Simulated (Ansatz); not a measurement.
Start from `C[CH](F)[InH2]` and change one element to get `BC(C)F`.

Ansatz, PBE0-D4/def2-TZVP geometries, multiplicity 1. 

Elements past krypton have def2 core potentials.

```csv
property,`C[CH](F)[InH2]`
HOMO–LUMO gap (PBE/def2-TZVPP) / eV,3.29
HOMO energy (PBE0/def2-TZVPP) / eV,-7.04
HOMO–LUMO gap (B3LYP/def2-TZVPP) / eV,4.77
size of the dipole moment (B3LYP/def2-TZVPP) / D,1.78
zero-point energy (PBE0-D4/def2-TZVP) / kJ/mol,178.9
HOMO energy (B3LYP/def2-TZVPP) / eV,-6.87
```

Give the same properties after the change, and the shifts. (Best estimate.)

The calculation gave: 
```json
{"property": "HOMO–LUMO gap (PBE/def2-TZVPP) / eV", "`BC(C)F`": "4.34", "shift": "1.05"}
{"property": "HOMO energy (PBE0/def2-TZVPP) / eV", "`BC(C)F`": "-8.66", "shift": "-1.62"}
{"property": "HOMO–LUMO gap (B3LYP/def2-TZVPP) / eV", "`BC(C)F`": "6.49", "shift": "1.72"}
{"property": "size of the dipole moment (B3LYP/def2-TZVPP) / D", "`BC(C)F`": "1.83", "shift": "0.05"}
{"property": "zero-point energy (PBE0-D4/def2-TZVP) / kJ/mol", "`BC(C)F`": "203.7", "shift": "24.8"}
{"property": "HOMO energy (B3LYP/def2-TZVPP) / eV", "`BC(C)F`": "-8.46", "shift": "-1.59"}
```

With PBE0 the HOMO falls by 1.62 eV and the LUMO rises by 0.08 eV, so the gap widens by about 1.70 eV. PBE moves the HOMO by -1.26 eV and ωB97M-V by -1.82 eV. Dipoles are sizes alone; their direction can turn.

B3LYP here is the variant with VWN-RPA as its local correlation; programs differ in this.
